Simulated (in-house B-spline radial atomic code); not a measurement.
How numerical settings move a run on neutral nickel, [Ar] 3d8 4s2. Computed with a B-spline radial code for spherical atoms: scalar-relativistic (X2C) RPBE, spherical fractional occupations, Fermi nucleus of rms radius 3.7757 fm.

Command:
```bash
python run_scf.py task.json out
```
Settings of the sound reference run:
```
Z                28
electrons        28
configuration    [Ar] 3d8 4s2
hamiltonian      x2c
method           rpbe,pbe
spin_polarised   False
nucleus          fermi
rms_radius       3.7757
mass_number      58
atomic_mass      57.93534
speed_of_light   137.036
knot_spacing     0.22
spline_order     8
gauss_points     12
box_radius       50
max_iterations   70
damping          0.5
damped_steps     3
diis_vectors     10
tolerance        1e-08
start            Thomas-Fermi
```

Cost of the run: 0.37 s on 1 thread of Arm Neoverse N1 (shared host).

It converges in 12 iterations to -1520.512244 hartree, with 4s at -5.55611 eV. The other runs change the listed settings, some to values that make no sense; their results aren't properties of the atom or ion. Radii are in bohr (the nuclear one in fm), a minus after a letter asks for a j subshell, and «unchanged» means within 1e-8 hartree. The run stops when the residual is below 10 × tolerance × max(1, Z/10), or a noise floor if that is larger, and the energy moves by less than 1e-8 × √|E| hartree; so very loose and very tight tolerances often act alike.

```tsv
changed settings	outcome
box_radius = 25, max_iterations = 5, damped_steps = 30	not converged after 5 iterations, last residual 5.0e-02, last energy +9.85e-02 hartree from the reference
hamiltonian = dirac, method = r2scan	stopped with error: meta-GGAs are not served with the Dirac Hamiltonian
box_radius = 2	converged in 9 iterations, energy +7.19e+00 hartree from the reference, 4s level +8.4e+01 eV (the program warns: 4s has a positive eigenvalue: unbound, held by the box; 3d has a positive eigenvalue: unbound, held by the box)
box_radius = 100	converged in 12 iterations, energy +9.06e-08 hartree from the reference, 4s level +3.8e-07 eV
max_iterations = 2, damped_steps = 30	not converged after 2 iterations, last residual 2.9e-01, last energy +2.47e+00 hartree from the reference
spline_order = 10, max_iterations = 2, diis_vectors = 4	not converged after 2 iterations, last residual 2.8e-01, last energy +2.47e+00 hartree from the reference
box_radius = 200	converged in 12 iterations, energy +1.70e-08 hartree from the reference
diis_vectors = 0	converged in 33 iterations, energy unchanged, 4s level +9.6e-07 eV
electrons = 36, configuration = [Ar] 3d8 4s2 6s2 6p6, max_iterations = 100	converged in 50 iterations to -1519.6134 hartree, a different physical problem (warning: 4s has a positive eigenvalue: unbound, held by the box)
box_radius = 5	converged in 11 iterations, energy +8.06e-02 hartree from the reference, 4s level +2.2e+00 eV (the program warns: 4s reaches the box edge; 3d reaches the box edge)
box_radius = 15	converged in 12 iterations, energy +2.32e-07 hartree from the reference, 4s level +8.0e-05 eV (the program warns: 4s reaches the box edge)
box_radius = 3	converged in 9 iterations, energy +1.19e+00 hartree from the reference, 4s level +1.9e+01 eV (the program warns: 4s has a positive eigenvalue: unbound, held by the box; 3d has a positive eigenvalue: unbound, held by the box)
diis_vectors = 4	converged in 14 iterations, energy unchanged, 4s level +4.7e-06 eV
diis_vectors = 1	not converged after 70 iterations, last residual 1.5e+00, last energy +3.98e+01 hartree from the reference
diis_vectors = 20	converged in 12 iterations, energy unchanged
box_radius = 25	converged in 12 iterations, energy -1.09e-07 hartree from the reference, 4s level +7.9e-06 eV
damped_steps = 0	converged in 11 iterations, energy unchanged, 4s level +8.2e-07 eV
```

(1) What happens with damped_steps = 30?

(2) What happens with max_iterations = 5, damping = 0.95, tolerance = 0.001?

(3) What happens with damped_steps = 8?

(4) What happens with box_radius = 7.5?

Results:

(1) Converged in 33 iterations, energy unchanged, 4s level +5.8e-06 eV.

(2) Not converged after 5 iterations, last residual 6.3e-01, last energy +3.54e+01 hartree from the reference.

(3) Converged in 14 iterations, energy unchanged, 4s level +7.6e-07 eV.

(4) Converged in 11 iterations, energy +4.16e-03 hartree from the reference, 4s level +2.1e-01 eV (the program warns: 4s reaches the box edge; 3d reaches the box edge).
